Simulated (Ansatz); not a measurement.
An input meant for SiICl₃ (charge 0, singlet; atoms displaced at random, 0.15 Å in each coordinate).

```yaml
crystal:
  periodic: [false, false, false]
  atoms:
    - {symbol: Si, position_ang: [0.142704, -0.214542, -0.122125]}
    - {symbol: I, position_ang: [0.132903, -0.119045, 2.498749]}
    - {symbol: Cl, position_ang: [1.848164, 0.364782, -0.921591]}
    - {symbol: Cl, position_ang: [-0.957909, 1.692050, -0.851811]}
    - {symbol: Cl, position_ang: [-0.753084, -1.659140, -0.793156]}
basis:
  gaussian: {orbitals: def2-TZVPP}
hamiltonian: {xc: {name: wB97M-V}, dispersion: d2}
scf: {omitted_lower_state_checks: [starts]}
```

```sh
$ ansatz run in.yaml --threads 2 --pin off --events-out ev --progress --plain --max-ram 22528MiB --backend cpu
```

It prints (some lines left out):

```
Error: YAML parse error: error: line 11 column 48: hamiltonian.dispersion: `d2` is not `none`, `rvv10`, `d3bj`, `d3bjatm`, `d4` or a map `{method: …, s8: …, a1: …, a2_bohr: …}` (numbers without units, a2 in bohr) or `{method: …, functional: …}`
 9 | basis:
10 |   gaussian: {orbitals: def2-TZVPP}
11 | hamiltonian: {xc: {name: wB97M-V}, dispersion: d2}
12 | scf: {omitted_lower_state_checks: [starts]}
```

Problem. What is wrong with this run?

Solution. The program holds no damping parameters for this pairing of functional and dispersion term, so they'd have to be typed (the functional holds VV10 already). The input was rejected before any iteration.
